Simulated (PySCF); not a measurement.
# What a mistake does to a calculation on C2GeH7N

Calculated results; nothing here was measured. The program is PySCF 2.14.0, an open-source quantum chemistry code, run on an isolated molecule that a program drew, which may never have been made. The molecule is C2GeH7N (charge 0, singlet), drawn as the SMILES string `C[CH2][Ge][NH2]`.

Each row is a Hartree-Fock (HF) and frozen-core CCSD(T) single point in the cc-pVDZ basis, meant for a local HF minimum. Run 1 is clean. Each other run has one planted mistake out of seven kinds, and not every kind appears here: one electron removed, one electron added, multiplicity raised by two, geometry at a saddle point, minimal basis STO-3G, one bond length entered in bohr, all coordinates scaled. The reference is restricted for singlets and unrestricted otherwise, and also for a bond in bohr. Adding or removing an electron swaps singlet and doublet. Electrons count all cores. HOMO and LUMO are orbital energies over both spins, the gradient is its largest component, and the lowest frequency (negative if imaginary) is given only where the gradient is small. Bond lengths are over the 10 bonds as drawn. T1 is the CCSD diagnostic: over 0.02 (restricted) or 0.045 (unrestricted) a single reference is doubtful. Germanium has the cc-pVDZ-PP basis, with a core potential (ECP10MDF) in place of its 10 inner electrons, and its 3s, 3p and 3d shells are frozen in CCSD(T).

Geometry of the clean run:
```xyz
11
C2GeH7N, angstrom
C    -1.1677    0.4792    0.0753
C    -0.7002    0.3115   -1.3727
Ge    0.4811    1.7976   -2.0497
N     0.7401    1.1133   -3.7109
H    -0.3211    0.5258    0.7666
H    -1.8054   -0.3487    0.3973
H    -1.7407    1.4018    0.2067
H    -1.5624    0.2433   -2.0481
H    -0.1485   -0.6297   -1.4909
H     0.3593    0.2537   -4.0629
H     1.3015    1.5785   -4.3986
```

| run | electrons | basis functions | <S^2> | HOMO (eV) | LUMO (eV) | gradient (hartree/bohr) | lowest frequency (cm^-1) | mean bond (Å) | longest bond (Å) | T1 | HF (hartree) | CCSD(T) (hartree) | mistake |
|---|---|---|---|---|---|---|---|---|---|---|---|---|---|
| 1 | 58 | 100 | 0.000 | -8.36 | 1.90 | 2.2e-05 | 42 | 1.2844 | 2.015 | 0.0148 | -427.64436 | -428.25949 | no fault |
| 2 | 58 | 100 | 0.000 | -8.22 | 2.12 | 3.4e-02 | - | 1.2382 | 1.943 | 0.0133 | -427.63019 | -428.23675 | all coordinates scaled |
| 3 | 57 | 100 | 0.789 | -16.36 | -6.21 | 4.7e-02 | - | 1.2844 | 2.015 | 0.0203 | -427.37752 | -427.96722 | one electron removed |
| 4 | 58 | 100 | 2.011 | -6.17 | 0.28 | 2.5e-02 | - | 1.2844 | 2.015 | 0.0137 | -427.57059 | -428.16234 | ? |
| 5 | 59 | 100 | 0.765 | 0.50 | 8.92 | 4.4e-02 | - | 1.2844 | 2.015 | 0.0123 | -427.59945 | -428.21840 | ? |

**Which mistake was planted in run 4, and what did it cost?**

Electrons, basis and geometry are unchanged, and <S^2> is 2.011, beside S(S+1) = 2.00 for a multiplicity of 3. So the mistake is: multiplicity raised by two. Subtracting run 1 and multiplying by 627.51 kcal/mol a hartree, the energy moved by 46.3 kcal/mol in HF and 61.0 kcal/mol in CCSD(T).

**Which mistake was planted in run 5, and what did it cost?**

It counts 59 electrons, one more than the clean run, at the same geometry and basis. So the mistake is: one electron added. Subtracting run 1 and multiplying by 627.51 kcal/mol a hartree, the energy moved by 28.2 kcal/mol in HF and 25.8 kcal/mol in CCSD(T).

Cautions from the logs. Run 5: the HOMO is above zero, so the electron isn't bound and the energy depends on the basis.
